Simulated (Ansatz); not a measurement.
Two isomers of C2H7BFNSi: A = `C=C([SiH3])NBF`, B = `CB/N=C(/F)[SiH3]`.

Isolated molecules relaxed with PBE0-D4/def2-TZVP in Ansatz; ΔE leaves out vibrations. CCSD(T)/CBS adds triple-zeta CCSD(T) − MP2 to the extrapolated MP2 energy (def2 sets, frozen cores). DFT in def2-TZVPP. B3LYP here is the variant with VWN-RPA as its local correlation; programs differ in this. One conformer a species, not always the lowest.

(1) Which is lower in electronic energy at CCSD(T)/CBS, and by how much? (An estimate is asked.)

(2) Give E(B) − E(A) in kJ/mol with r2SCAN-D4, PBE0-D4, HF/def2-TZVPP, PBE-D4, B3LYP-D4, B3LYP, ωB97M-V. (Estimate.)

Largest T1 diagnostic: 0.014.

Answers

(1) Ansatz gave: A, by 173.5 kJ/mol.

(2) Computed: r2SCAN-D4 153.5, PBE0-D4 159.1, HF/def2-TZVPP 175.3, PBE-D4 144.5, B3LYP-D4 157.4, B3LYP 150.8, ωB97M-V 163.9. None reverses the order clearly.

The D4 term adds +6.6 kJ/mol with B3LYP and +3.3 kJ/mol with PBE0; it sums over pairs of atoms, weighted by their polarisabilities, and B3LYP, whose exchange is more repulsive, gets the larger term. From PBE to PBE0 (25 % exact exchange), in def2-TZVPP and without D4, E(B) − E(A) moves by +15.3 kJ/mol.
